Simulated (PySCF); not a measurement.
# Basis-set dependence of excited states

Compound: C2H8BNO.
SMILES with atom numbers: `[CH2:1]=[CH:2][B@@H-:3]([NH3+:4])[OH:5]` (hydrogens: H6, H7 on C1; H8 on C2; H9 on B3; H10, H11, H12 on N4; H13 on O5)

Cartesian coordinates in Å at the PBE0-D3(BJ)/def2-SVP level; atoms count from 1:
```xyz
13
C2H8BNO angstrom
C      1.3478   -1.2518   -0.1437
C      1.1153    0.0437   -0.3914
B     -0.2588    0.8556   -0.2837
N     -1.4455   -0.2322    0.1536
O     -0.2997    1.8762    0.7235
H      0.5540   -1.9494    0.1607
H      2.3387   -1.7106   -0.2368
H      1.9901    0.6370   -0.6997
H     -0.6717    1.2569   -1.3761
H     -2.2855    0.3097    0.3569
H     -1.6516   -0.8981   -0.5913
H     -1.1892   -0.7494    0.9972
H      0.4534    1.7985    1.3137
```

TDDFT with PBE0 (PySCF), vertical singlets, core orbitals frozen in the response, spherical d and f functions. Geometry: PBE0-D3(BJ)/def2-SVP, one conformer, isolated molecule.

```json
{"basis": "6-31G*", "functions": "86", "diffuse": "no", "S1 (eV)": "6.45", "S2 (eV)": "6.78", "S3 (eV)": "6.92", "S4 (eV)": "7.29", "S5 (eV)": "7.63", "LUMO (eV)": "1.02", "α (au)": "45.0"}
{"basis": "6-31+G*", "functions": "106", "diffuse": "yes", "S1 (eV)": "5.46", "S2 (eV)": "5.91", "S3 (eV)": "6.26", "S4 (eV)": "6.26", "S5 (eV)": "6.60", "LUMO (eV)": "-0.52", "α (au)": "55.3"}
{"basis": "def2-SVP", "functions": "110", "diffuse": "no", "S1 (eV)": "6.25", "S2 (eV)": "6.50", "S3 (eV)": "6.74", "S4 (eV)": "6.95", "S5 (eV)": "7.32", "LUMO (eV)": "0.64", "α (au)": "47.5"}
{"basis": "def2-SVPD", "functions": "167", "diffuse": "yes", "S1 (eV)": "5.79", "S2 (eV)": "6.17", "S3 (eV)": "6.46", "S4 (eV)": "6.50", "S5 (eV)": "6.92", "LUMO (eV)": "-0.19", "α (au)": "58.4"}
{"basis": "aug-cc-pVDZ", "functions": "187", "diffuse": "yes", "S1 (eV)": "5.37", "S2 (eV)": "5.83", "S3 (eV)": "6.16", "S4 (eV)": "6.18", "S5 (eV)": "6.40", "LUMO (eV)": "-0.69", "α (au)": "60.2"}
{"basis": "def2-TZVP", "functions": "203", "diffuse": "no", "S1 (eV)": "6.01", "S2 (eV)": "6.27", "S3 (eV)": "6.59", "S4 (eV)": "6.63", "S5 (eV)": "7.04", "LUMO (eV)": "0.14", "α (au)": "55.3"}
{"basis": "def2-TZVPD", "functions": "260", "diffuse": "yes", "S1 (eV)": "5.55", "S2 (eV)": "5.99", "S3 (eV)": "6.29", "S4 (eV)": "6.32", "S5 (eV)": "6.73", "LUMO (eV)": "-0.46", "α (au)": "59.8"}
```

Question: How much do these states and the polarisability depend on the basis?

Answer: States are compared by their number. Against the largest diffuse basis here (def2-TZVPD, itself not a converged limit), sets without diffuse functions differ by up to 0.90 eV in S1 and 0.90 eV in S5; the smaller diffuse sets differ by up to 0.23 and 0.32 eV. State by state, the largest deviation of a set without diffuse functions is S1 0.90, S2 0.79, S3 0.63, S4 0.97, S5 0.90 eV. The same number needn't mean the same state in each row. Against def2-TZVPD the polarisability deviates by -25% in 6-31G*, -8% in 6-31+G*, -21% in def2-SVP, -2% in def2-SVPD, +1% in aug-cc-pVDZ, -8% in def2-TZVP. A single + in a Pople set puts diffuse functions on heavy atoms only.
